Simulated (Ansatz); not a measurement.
Ansatz (an electronic-structure program) job for C₂H₆BO₂, SMILES CO[B]OC, multiplicity 2, CAM-B3LYP/def2-SVPD. Geometry: ωB97X-D3(BJ)/def2-SVP. The isomer is the one that the SMILES or the coordinates give; other isomers of the formula were not compared. One conformer was computed; it need not be the lowest.

Ansatz 0.2 input:
```yaml
crystal:
  periodic: [false, false, false]
  atoms:
    - {symbol: C, position_ang: [1.94865384, 0.53099489, 0.35016202]}
    - {symbol: O, position_ang: [1.31978677, -0.64779729, -0.13904258]}
    - {symbol: B, position_ang: [-0.01150437, -0.74848240, -0.28672014]}
    - {symbol: O, position_ang: [-0.87134007, 0.25037563, 0.02287560]}
    - {symbol: C, position_ang: [-2.27443646, 0.14280474, -0.11810273]}
    - {symbol: H, position_ang: [1.21447581, 1.22290044, 0.79015535]}
    - {symbol: H, position_ang: [2.68869991, 0.24375602, 1.11215244]}
    - {symbol: H, position_ang: [2.47230611, 1.03626841, -0.47678385]}
    - {symbol: H, position_ang: [-2.75145411, 0.29668334, 0.86267116]}
    - {symbol: H, position_ang: [-2.63143945, 0.92362146, -0.80806642]}
    - {symbol: H, position_ang: [-2.56794446, -0.84424233, -0.50954787]}
basis:
  gaussian:
    orbitals: def2-SVPD
hamiltonian:
  xc: {name: CAM-B3LYP}
magnetization: {spin_polarized: true, initial_magnetization: 1}
```

It prints:

```
WARN ansatz: RAYON_NUM_THREADS=1 ignored (pool sized by the plan → 1); use --threads N
Functional definition: CAM-B3LYP
integrals: 0.09 GiB planned
1251 factors; their error is unknown
integrals: 0.11 GiB planned
533 factors; integrals over basis functions are off by at most 1.7e-5 eV
mean field: 1.14 GiB planned
mean field evaluation 1: about -6928.6805 eV, gradient 3.9e1 eV
mean field evaluation 2: about -6926.4743 eV, gradient 4.8e1 eV
mean field evaluation 4: about -6934.5196 eV, gradient 1.5e0 eV
mean field evaluation 8: about -6934.5349 eV, gradient 8.5e-2 eV
mean field evaluation 16: about -6934.5102 eV, gradient 1.2e-4 eV
mean field -6934.51017435 eV, -254.8385485276 hartree, gradient 1.3e-5 eV, S^2 0.751758; 0 other end points of the search recorded, 0 dependent functions left out
reference -6934.51030205 eV, -254.8385532204 hartree; 20, 19 occupied and 134, 135 virtual orbitals, 1251 factors
Total energy: -6934.51030205 eV, -254.8385532204 hartree
```

The calculation finished and met its thresholds.
